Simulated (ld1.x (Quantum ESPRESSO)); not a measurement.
## u(r) = r·R(r): atom against pseudo-atom (H)

Columns: radius, all-electron u(r) and pseudo u(r) of the 1s shell (level -6.49 eV) of hydrogen in the configuration 1s1; PBE, scalar-relativistic, ultrasoft scheme, ld1.x (Quantum ESPRESSO) 7.5.

| r (bohr) | all-electron | pseudo |
| --- | --- | --- |
| 0.050 | 0.0913 | 0.0711 |
| 0.100 | 0.1735 | 0.1411 |
| 0.150 | 0.2473 | 0.2092 |
| 0.200 | 0.3133 | 0.2742 |
| 0.250 | 0.3722 | 0.3356 |
| 0.300 | 0.4244 | 0.3925 |
| 0.350 | 0.4706 | 0.4444 |
| 0.400 | 0.5113 | 0.4911 |
| 0.450 | 0.5468 | 0.5323 |
| 0.500 | 0.5776 | 0.5682 |
| 0.550 | 0.6042 | 0.5987 |
| 0.600 | 0.6269 | 0.6243 |
| 0.650 | 0.6460 | 0.6452 |
| 0.700 | 0.6618 | 0.6621 |
| 0.750 | 0.6747 | 0.6754 |
| 0.800 | 0.6849 | 0.6855 |
| 0.850 | 0.6927 | 0.6931 |
| 0.900 | 0.6982 | 0.6984 |
| 0.950 | 0.7017 | 0.7018 |
| 1.000 | 0.7035 | 0.7035 |
| 1.050 | 0.7035 | 0.7035 |
| 1.100 | 0.7021 | 0.7021 |
| 1.150 | 0.6993 | 0.6993 |
| 1.200 | 0.6954 | 0.6954 |
| 1.250 | 0.6903 | 0.6903 |
| 1.300 | 0.6844 | 0.6844 |

Problem. How many radial nodes do the two functions have?

Solution. The all-electron 1s function has n − l − 1 = 0; the pseudo-wave has 0.

Problem. At about which radius was the pseudo-wave matched?

Solution. 1.00 bohr. The columns agree to 0.0005 from 0.85 bohr on; several derivatives are matched, so the curves merge somewhat inside the radius.

Problem. Is the pseudo-wave norm-conserving?

Solution. No, it belongs to an ultrasoft set: the norm inside the radius is not constrained, and the difference is carried by the augmentation charge.
